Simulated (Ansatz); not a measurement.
A nudged elastic band was laid between two geometries of H3Si + H4Sn (9 atoms, charge 0, multiplicity 2).

Method: UHF/def2-SVP in Ansatz.

| Item | Value |
| --- | --- |
| movable images | 5 |
| climbing image | yes |
| spring | 5.0 eV/Å² |
| optimiser | quadratic models (default) |
| start path | through a guess of the saddle point |
| force threshold | 0.03 eV/Å |
| iteration limit | 60 |
| end points | relaxed |

Image 0:

```xyz
9
Properties=species:S:1:pos:R:3
Sn 0.001 0.000 -1.181
H 0.000 0.000 0.528
H 1.612 0.000 -1.749
H -0.806 1.396 -1.749
H -0.805 -1.396 -1.749
Si 0.000 0.000 5.312
H -0.762 -1.186 5.768
H 1.408 -0.067 5.767
H -0.646 1.253 5.768
```

Image 6:

```xyz
9
Properties=species:S:1:pos:R:3
Sn 0.001 0.000 -1.839
H -0.001 0.000 3.671
H 1.620 0.000 -2.403
H -0.809 1.403 -2.402
H -0.809 -1.403 -2.402
Si 0.000 0.000 5.153
H -0.755 -1.175 5.646
H 1.395 -0.066 5.645
H -0.641 1.241 5.646
```

Q: What changes between the two ends?

A: Bonds broken: Sn1–H2. Bonds formed: H2–Si6. H3Si + H4Sn becomes H3Sn + H4Si.

Q: What energy profile does the band end with?

A: The forces met the threshold. The highest image is number 2 of 0 to 6, 12.4 kcal/mol above the first end and 28.3 kcal/mol above the last; the last end lies 15.9 kcal/mol below the first. A vibrational analysis at the climbing image gives one clearly imaginary mode, 1403i cm⁻¹, and a faint second one (27i cm⁻¹) that may be numerical noise or a soft torsion: probably a first-order saddle point.

```csv
image,path coordinate (Å),energy (kcal/mol),Sn1–H2 (Å),H2–Si6 (Å)
0,0.00,0.0,1.71,4.78
1,1.96,0.6,1.71,3.47
2,3.92,12.4,1.90,1.98
3,5.14,-13.1,3.08,1.48
4,6.36,-15.5,3.88,1.48
5,7.57,-15.9,4.69,1.48
6,8.79,-15.9,5.51,1.48
```

Q: What is the geometry of the highest image?

A: 
```xyz
9
Properties=species:S:1:pos:R:3:forces:R:3
Sn 0.001 0.000 -0.048 0.00 0.00 0.01
H 0.001 0.000 1.856 0.00 0.00 0.00
H 1.614 -0.006 -0.625 0.00 0.00 0.00
H -0.801 1.400 -0.624 0.00 0.00 0.00
H -0.811 -1.394 -0.624 0.00 0.00 0.00
Si 0.000 0.000 3.840 0.00 0.00 -0.01
H -0.754 -1.186 4.313 0.00 0.00 0.00
H 1.404 -0.060 4.313 0.00 0.00 0.00
H -0.650 1.246 4.313 0.00 0.00 0.00
```

Run time: 2.2 min on 2 threads of Intel(R) Xeon(R) Platinum 8259CL CPU @ 2.50GHz (Skylake/Cascade Lake), on a shared host, peak memory 0.23 GiB.
